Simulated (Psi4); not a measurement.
C2H9ClSSi2 (SMILES C[SiH](C)S[SiH2]Cl), singlet, at a GFN2-xTB geometry; Psi4 with MP2/def2-TZVPPD.

Here is a job for Psi4.
```
memory 2 GB

molecule mol {
0 1
  Si    1.893210   -0.290489    0.282009
  Cl    1.345437   -2.179551   -0.168918
  S     0.272582    0.889690    0.998832
  Si   -1.210373    0.888975   -0.610203
  C    -2.078549   -0.796149   -0.664106
  C    -2.398319    2.291502   -0.156742
  H     2.822876   -0.308686    1.393404
  H     2.425744    0.304271   -0.934110
  H    -0.472241    1.163100   -1.847441
  H    -2.536834   -1.028197    0.294260
  H    -1.382618   -1.597612   -0.895144
  H    -2.860145   -0.808494   -1.417680
  H    -1.884509    3.247115   -0.122455
  H    -2.842198    2.126091    0.820932
  H    -3.202335    2.368800   -0.881672
}

set basis def2-tzvppd
set reference rhf
set freeze_core true

energy('mp2')
print_variables()
```

Output, abridged:

```
    SCF Algorithm Type (re)set to DF.

   => Loading Basis Set <=

    Name: DEF2-TZVPPD
    Role: ORBITAL
    Keyword: BASIS

         ---------------------------------------------------------
                                   SCF
               by Justin Turney, Rob Parrish, Andy Simmonett
                          and Daniel G. A. Smith
                              RHF Reference
         ---------------------------------------------------------

  ==> Geometry <==

    Molecular point group: c1
    Full point group: C1

    Geometry (in Angstrom), charge = 0, multiplicity = 1:

       Center              X                  Y                   Z               Mass
    ------------   -----------------  -----------------  -----------------  -----------------
         SI           1.821817897646    -0.241927088722     0.260351434513    27.976926534650
         CL           1.274044897646    -2.130989088722    -0.190575565487    34.968852682000
         S            0.201189897646     0.938251911278     0.977174434513    31.972071174400
         SI          -1.281765102354     0.937536911278    -0.631860565487    27.976926534650
         C           -2.149941102354    -0.747587088722    -0.685763565487    12.000000000000
         C           -2.469711102354     2.340063911278    -0.178399565487    12.000000000000
         H            2.751483897646    -0.260124088722     1.371746434513     1.007825032230
         H            2.354351897646     0.352832911278    -0.955767565487     1.007825032230
         H           -0.543633102354     1.211661911278    -1.869098565487     1.007825032230
         H           -2.608226102354    -0.979635088722     0.272602434513     1.007825032230
         H           -1.454010102354    -1.549050088722    -0.916801565487     1.007825032230
         H           -2.931537102354    -0.759932088722    -1.439337565487     1.007825032230
         H           -1.955901102354     3.295676911278    -0.144112565487     1.007825032230
         H           -2.913590102354     2.174652911278     0.799274434513     1.007825032230
         H           -3.273727102354     2.417361911278    -0.903329565487     1.007825032230

  Running in c1 symmetry.

  Rotational constants: A =      0.08276  B =      0.02914  C =      0.02320 [cm^-1]
  Rotational constants: A =   2481.16401  B =    873.52726  C =    695.44554 [MHz]
  Nuclear repulsion =  526.465634812607391

  Charge       = 0
  Multiplicity = 1
  Electrons    = 82
  Nalpha       = 41
  Nbeta        = 41

  ==> Algorithm <==

  SCF Algorithm Type is DF.
  DIIS enabled.
  MOM disabled.
  Fractional occupation disabled.
  Guess Type is SAD.
  Energy threshold   = 1.00e-08
  Density threshold  = 1.00e-08
  Integral threshold = 1.00e-12

  ==> Primary Basis <==

  Basis Set: DEF2-TZVPPD
    Blend: DEF2-TZVPPD
    Number of shells: 155
    Number of basis functions: 425
    Number of Cartesian functions: 474
    Spherical Harmonics?: true
    Max angular momentum: 3

   => Loading Basis Set <=

    Name: (DEF2-TZVPPD AUX)
    Role: JKFIT
    Keyword: DF_BASIS_SCF

  ==> Integral Setup <==

  SCF_SUBTYPE=INCORE selected. In-core MEM_DF algorithm will be used.
  Using in-core AOs.

  ==> MemDFJK: Density-Fitted J/K Matrices <==

    J tasked:                   Yes
    K tasked:                   Yes
    wK tasked:                   No
    Algorithm:                 Core
    Schwarz Cutoff:           1E-12
    Mask sparsity (%):      10.6641
    Fitting Condition:        1E-10

   => Auxiliary Basis Set <=

  Basis Set: (DEF2-TZVPPD AUX)
    Blend: DEF2-UNIVERSAL-JKFIT
    Number of shells: 256
    Number of basis functions: 824
    Number of Cartesian functions: 978
    Spherical Harmonics?: true
    Max angular momentum: 4

  Minimum eigenvalue in the overlap matrix is 1.9776552104E-05.
  Reciprocal condition number of the overlap matrix is 1.5761367808E-06.
    Using symmetric orthogonalization.

  ==> Pre-Iterations <==

  SCF Guess: Superposition of Atomic Densities via on-the-fly atomic UHF (no occupation information).

   -------------------------
    Irrep   Nso     Nmo
   -------------------------
     A        425     425
   -------------------------
    Total     425     425
   -------------------------

  ==> Iterations <==

                           Total Energy        Delta E     RMS |[F,P]|

   @DF-RHF iter SAD: -1515.36745863246051   -1.51537e+03   0.00000e+00
   @DF-RHF iter   1: -1515.90929931357505   -5.41841e-01   1.36369e-03 ADIIS/DIIS
   @DF-RHF iter   2: -1516.05964485165896   -1.50346e-01   5.41048e-04 ADIIS/DIIS
   @DF-RHF iter   3: -1516.08654825477743   -2.69034e-02   1.08884e-04 ADIIS/DIIS
   @DF-RHF iter   4: -1516.08898781934136   -2.43956e-03   3.36176e-05 DIIS
   @DF-RHF iter   5: -1516.08916771718668   -1.79898e-04   8.10077e-06 DIIS
   @DF-RHF iter   6: -1516.08918053440470   -1.28172e-05   2.46182e-06 DIIS
   @DF-RHF iter   7: -1516.08918183232981   -1.29793e-06   7.29872e-07 DIIS
   @DF-RHF iter   8: -1516.08918200398693   -1.71657e-07   2.27928e-07 DIIS
   @DF-RHF iter   9: -1516.08918201936217   -1.53752e-08   5.93384e-08 DIIS
   @DF-RHF iter  10: -1516.08918202036193   -9.99762e-10   1.43275e-08 DIIS
   @DF-RHF iter  11: -1516.08918202041104   -4.91127e-11   4.68953e-09 DIIS
  Energy and wave function converged.

  ==> Post-Iterations <==

    Orbital Energies [Eh]
    ---------------------

    Doubly Occupied:

[...]
    Virtual:

[...]
    Final Occupation by Irrep:
              A
    DOCC [    41 ]
    NA   [    41 ]
    NB   [    41 ]

  @DF-RHF Final Energy: -1516.08918202041104

   => Energetics <=

    Nuclear Repulsion Energy =            526.4656348126073908
    One-Electron Energy =               -3145.2515366577158602
    Two-Electron Energy =                1102.6967198246975386
    Total Energy =                      -1516.0891820204110445

Computation Completed

Properties will be evaluated at   0.000000,   0.000000,   0.000000 [a0]

Properties computed using the SCF density matrix

 Multipole Moments:

 ------------------------------------------------------------------------------------
     Multipole            Electronic (a.u.)      Nuclear  (a.u.)        Total (a.u.)
 ------------------------------------------------------------------------------------

 L = 1.  Multiply by 2.5417464519 to convert [e a0] to [Debye]
 Dipole X            :         10.6776114          -11.0627617           -0.3851503
 Dipole Y            :         -7.2799404            7.5250023            0.2450619
 Dipole Z            :          2.9549924           -3.3560107           -0.4010182
 Magnitude           :                                                    0.6076280

 ------------------------------------------------------------------------------------

  //>>>>>>>>>>>>>>>>>>>>>>>>>>>>>>>>>>>//
  //               DFMP2               //
  //<<<<<<<<<<<<<<<<<<<<<<<<<<<<<<<<<<<//

   => Loading Basis Set <=

    Name: (DEF2-TZVPPD AUX)
    Role: RIFIT
    Keyword: DF_BASIS_MP2

	 --------------------------------------------------------
	                          DF-MP2
	      2nd-Order Density-Fitted Moller-Plesset Theory

	        Rob Parrish, Justin Turney, Andy Simmonett,
	           Ed Hohenstein, and C. David Sherrill
	 --------------------------------------------------------

   => Auxiliary Basis Set <=

  Basis Set: (DEF2-TZVPPD AUX)
    Blend: DEF2-TZVPPD-RI
    Number of shells: 317
    Number of basis functions: 1091
    Number of Cartesian functions: 1343
    Spherical Harmonics?: true
    Max angular momentum: 4

	 --------------------------------------------------------
	                 NBF =   425, NAUX =  1091
	 --------------------------------------------------------
	   CLASS    FOCC     OCC    AOCC    AVIR     VIR    FVIR
	   PAIRS      22      41      19     384     384       0
	 --------------------------------------------------------

	-----------------------------------------------------------
	 ==================> DF-MP2 Energies <====================
	-----------------------------------------------------------
	 Reference Energy          =   -1516.0891820204110445 [Eh]
	 Singles Energy            =      -0.0000000000000000 [Eh]
	 Same-Spin Energy          =      -0.2162532290002376 [Eh]
	 Opposite-Spin Energy      =      -0.7574338831881958 [Eh]
	 Correlation Energy        =      -0.9736871121884334 [Eh]
	 Total Energy              =   -1517.0628691325994168 [Eh]
	-----------------------------------------------------------
	 ================> DF-SCS-MP2 Energies <==================
	-----------------------------------------------------------
	 SCS Same-Spin Scale       =       0.3333333333333333 [-]
	 SCS Opposite-Spin Scale   =       1.2000000000000000 [-]
	 SCS Same-Spin Energy      =      -0.0720844096667459 [Eh]
	 SCS Opposite-Spin Energy  =      -0.9089206598258349 [Eh]
	 SCS Correlation Energy    =      -0.9810050694925808 [Eh]
	 SCS Total Energy          =   -1517.0701870899035839 [Eh]
	-----------------------------------------------------------

  Variable Map:
  ----------------------------------------------------------------------------
[...]
  Array Variable Map:
  ----------------------------------------------------------------------------
[...]
[...]
```
